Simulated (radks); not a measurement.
Values are calculated unless marked as measured or tabulated.
Q: The tungsten ion W2+, 72 electrons, occupied as [Xe] 4f14 5d4. Code: a radial shooting solver on a logarithmic mesh with Libxc functionals. Model: Dirac Kohn-Sham, PBE, spin-unpolarised, spherical densities, finite nucleus; open shells fill j = l - 1/2 first; Fermi nuclear charge, rms radius 5.3658 fm. Some entries of the table are withheld. Estimate them.

| orbital | occ. | eigenvalue (Ry) | <r^2> (bohr^2) |
|---|---|---|---|
| 1s1/2 | 2 | -5099.881 | 0.0004632 |
| 2s1/2 | 2 | -880.6108 | 0.007063 |
| 2p1/2 | 2 | -842.3342 | (1) |
| 2p3/2 | 4 | -742.9139 | (2) |
| 3s1/2 | 2 | -203.6761 | 0.04613 |
| 3p1/2 | 2 | -186.5869 | 0.04232 |
| 3p3/2 | 4 | -165.0890 | 0.04891 |
| 3d3/2 | 4 | -136.2499 | 0.03792 |
| 3d5/2 | 6 | -131.5747 | 0.03973 |
| 4s1/2 | 2 | -42.91931 | 0.2283 |
| 4p1/2 | 2 | -35.82417 | (3) |
| 4p3/2 | 4 | -30.84229 | (4) |
| 4d3/2 | 4 | -19.17468 | (5) |
| 4d5/2 | 6 | -18.25663 | (6) |
| 5s1/2 | 2 | -6.93927 | 1.285 |
| 5p1/2 | 2 | -4.84246 | 1.573 |
| 5p3/2 | 4 | -4.12337 | 1.861 |
| 4f5/2 | 6 | -3.66559 | 0.4570 |
| 4f7/2 | 8 | -3.50116 | 0.4727 |
| 5d3/2 | 4 | -1.47567 | 4.049 |
| 5d5/2 | 0 | -1.41514 | 4.312 |

A: 
(1) 2p1/2 <r^2> (bohr^2): 0.005042
(2) 2p3/2 <r^2> (bohr^2): 0.006243
(3) 4p1/2 <r^2> (bohr^2): 0.2354
(4) 4p3/2 <r^2> (bohr^2): 0.2708
(5) 4d3/2 <r^2> (bohr^2): 0.2955
(6) 4d5/2 <r^2> (bohr^2): 0.3088
